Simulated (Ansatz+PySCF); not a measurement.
Values are calculated unless marked as measured or tabulated.
**Several solutions for singlet BeO**

| atom | x (Å) | y (Å) | z (Å) |
| --- | --- | --- | --- |
| Be | 0.0000 | 0.0000 | -2.6769 |
| O | 0.0000 | 0.0000 | 1.3385 |

Basis set: STO-3G (spherical functions). Charge 0, multiplicity 1.

UHF was run from several starts with Ansatz (development build ahead of 0.2.0) and PySCF 2.14.0.

```csv
run,program,start,converged,energy (hartree),<S²>
A,PySCF,"guess minao, instabilities followed",yes,-88.10990,1.21
B,Ansatz,search for the lowest state,yes,-88.10992,1.21
C,PySCF,"guess 1e, instabilities followed",yes,-88.10992,1.21
D,Ansatz,stability test followed,yes,-88.10992,1.21
E,Ansatz,"atomic start, no search",yes,-88.01381,0.00
F,PySCF,"guess huckel, instabilities followed",yes,-88.10990,1.21
G,PySCF,program defaults,yes,-88.01377,0.00
H,PySCF,"guess atom, instabilities followed",yes,-88.10990,1.21
```

Which runs reached the lowest solution of this kind, and what is wrong with the others?

A, B, C, D, F, H reached the lowest solution found. Converged but too high: E by 2.62 eV, G by 2.62 eV. Convergence only shows a stationary point, and even a stable one can lie too high; stability tests and further starts are what find lower ones. Caution: another spin multiplicity may lie lower. Caution: the unrestricted determinant is a mixture of spin states. Caution: the determinant breaks the point group.
